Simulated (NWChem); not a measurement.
# Basis-set convergence for sulfur tetrafluoride (F₄S)

```xyz
5

F      0.0000     1.2294     0.6250
S      0.0000     0.0000    -0.3880
F      1.6694     0.0000    -0.2801
F     -1.6694     0.0000    -0.2801
F      0.0000    -1.2294     0.6250
```
Charge 0, spin multiplicity 1.

The numbers come from NWChem runs, not from measurements. All single points use one geometry, from B3LYP/def2-SVP, a minimum by its harmonic frequencies.

Quantity: dipole moment at the level B3LYP.

B3LYP has NWChem's definition, with VWN1-RPA local correlation. The Pople sets run with spherical d functions.

```
basis       functions  dipole moment (D)
----------  ---------  -----------------
3-21G              49                [?]
6-31G*             74               0.85
cc-pVDZ            74                [?]
def2-SVP           74               1.03
6-31+G*            94               1.04
6-311G**           98                [?]
cc-pVTZ           154               0.88
def2-TZVP         161               0.88
def2-TZVPP        166               0.89
def2-TZVPD        206               0.85
```

### Question
Some entries are withheld; supply them.

### Answer

- 3-21G, dipole moment (D): 1.18
- cc-pVDZ, dipole moment (D): 1.00
- 6-311G**, dipole moment (D): 1.16
